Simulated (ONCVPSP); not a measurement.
**Mn (Z = 25): one change to an ONCV potential, before and after**

manganese (Mn), optimised norm-conserving Vanderbilt (ONCV), made with ONCVPSP 4.0.1 (PBE, scalar-relativistic). Core [Ne], reference 3s2 3p6 3d5 4s1.75 (charge +0.25). Waves: 3s+4s: rc 1.65 bohr, ncon 3, nbas 7, qcut 9.4 1/bohr, 3 projectors, debl 3.9 Ha; 3p: rc 1.25 bohr, ncon 4, nbas 8, qcut 12.7 1/bohr, 3 projectors, debl 2.9 Ha; 3d: rc 1.45 bohr, ncon 3, nbas 7, qcut 11.2 1/bohr, 1 projector. Local part: polynomial inside 0.95 bohr (lpopt 1, dvloc0 6 Ha). Core correction: Teter function, fcfact 4.75, rcfact 1.3.

Change: s: qcut 11.

Cutoffs: the cutoffs (Ha) at which the residual kinetic energy of the hardest occupied pseudo-wave falls to 1 and 0.1 mHa per electron; they do not see the model core or the augmentation charge, which bear on the density cutoff. Errors are all-electron minus pseudo energies relative to the spin-unpolarised reference configuration.

Q: Predict the effect on cutoff, ghosts and configuration errors.

A: The potential gets neither clearly harder nor softer (46 Ha and 52 Ha → 46 Ha and 52 Ha); the d channel sets the loose cutoff, while the largest relative change is in s, which becomes harder; the errors of the 4 common tests hardly move; neither file shows a bound ghost.

| quantity | base | changed |
| --- | --- | --- |
| cutoff, loose | 46 Ha | 46 Ha |
| cutoff, tight | 52 Ha | 52 Ha |
| loose cutoff by channel | s 23 Ha, p 30 Ha, d 46 Ha | s 27 Ha, p 30 Ha, d 46 Ha |
| bound ghosts | none | none |
| GHOST(+) flags under 300 eV | none | none |
| error for 3s2 3p6 3d5 4s2, meV [ΔE -1.48 eV] | +0.2 | +0.2 |
| error for 3s2 3p6 3d5 4s1, meV [ΔE 6.94 eV] | -0.3 | -0.2 |
| error for 3s2 3p6 3d5 4s0, meV [ΔE 22.54 eV] | -0.1 | +0.2 |
| error for 3s2 3p6 3d5.5 4s1.5, meV [ΔE -1.96 eV] | +0.7 | +0.7 |
| s: phases at 1.68 bohr within 0.05 rad from the reference energy up to (Ha; the scan ends near 5) | to the end of the scan | to the end of the scan |
| p: phases at 1.27 bohr within 0.05 rad from the reference energy up to (Ha; the scan ends near 5) | to the end of the scan | to the end of the scan |
| d: phases at 1.47 bohr within 0.05 rad from the reference energy up to (Ha; the scan ends near 5) | 1.6 | 1.6 |
| rms error of d²Exc/dni dnj with the model core, mHa | 1.33 | 1.29 |
